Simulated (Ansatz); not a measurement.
All values below come from frozen-core CCSD(T)/def2-TZVPP // CAM-B3LYP-D3(BJ)/def2-TZVP (Ansatz, an electronic-structure program).

Ansatz 0.2 input:
```yaml
crystal:
  periodic: [false, false, false]
  atoms:
    - { symbol: C, position_ang: [1.190519, -0.02078, 0.305187] }
    - { symbol: C, position_ang: [-0.046194, -0.460991, -0.105786] }
    - { symbol: C, position_ang: [-1.158739, 0.337985, -0.232364] }
    - { symbol: H, position_ang: [1.353944, 1.018625, 0.559136] }
    - { symbol: H, position_ang: [2.031261, -0.693969, 0.386611] }
    - { symbol: H, position_ang: [-0.151698, -1.514051, -0.347548] }
    - { symbol: H, position_ang: [-2.106961, -0.062001, -0.560308] }
    - { symbol: H, position_ang: [-1.112132, 1.395181, -0.004929] }
basis:
  gaussian: { orbitals: def2-TZVPP }
correlation:
  method: ccsd_t
magnetization:
  spin_polarized: true
  initial_magnetization: 1
```

Output:

```
Functional definition: HF
954 factors; integrals over basis functions are off by at most 9.3e-4 eV
mean field evaluation 1: about -3167.8395 eV, gradient 2.0e1 eV
mean field evaluation 2: about -3167.8442 eV, gradient 2.0e1 eV
mean field evaluation 4: about -3170.3256 eV, gradient 2.9e0 eV
mean field evaluation 8: about -3170.5301 eV, gradient 2.1e-1 eV
mean field evaluation 16: about -3170.4448 eV, gradient 1.5e0 eV
mean field -3170.53117771 eV, -116.5148717176 hartree, gradient 3.2e-6 eV, S^2 0.945919; 0 other end points of the search recorded, 0 dependent functions left out
3 core orbitals not correlated
reference -3170.53117771 eV, -116.5148717176 hartree; 9, 8 occupied and 151, 152 virtual orbitals, 954 factors
second order -12.39375847 eV of doubles, -0.00000000 eV of singles
cycle   1  -13.03117668 eV  change   -6.4e-1 eV  update   8.7e-2
cycle   2  -13.43970428 eV  change   -4.1e-1 eV  update   3.7e-2
cycle   3  -13.55879923 eV  change   -1.2e-1 eV  update   2.4e-2
cycle   4  -13.56578763 eV  change   -7.0e-3 eV  update   1.1e-2
cycle   5  -13.56800867 eV  change   -2.2e-3 eV  update   2.6e-3
cycle   6  -13.56848054 eV  change   -4.7e-4 eV  update   8.1e-4
cycle   7  -13.56848969 eV  change   -9.1e-6 eV  update   2.7e-4
cycle   8  -13.56855162 eV  change   -6.2e-5 eV  update   8.6e-5
cycle   9  -13.56853942 eV  change    1.2e-5 eV  update   2.7e-5
cycle  10  -13.56853654 eV  change    2.9e-6 eV  update   8.3e-6
perturbative correction -0.56476643 eV, -0.0207547836 hartree
Total energy: -3184.66448068 eV, -117.0342610218 hartree
```

Cost: roughly 60 core-seconds.
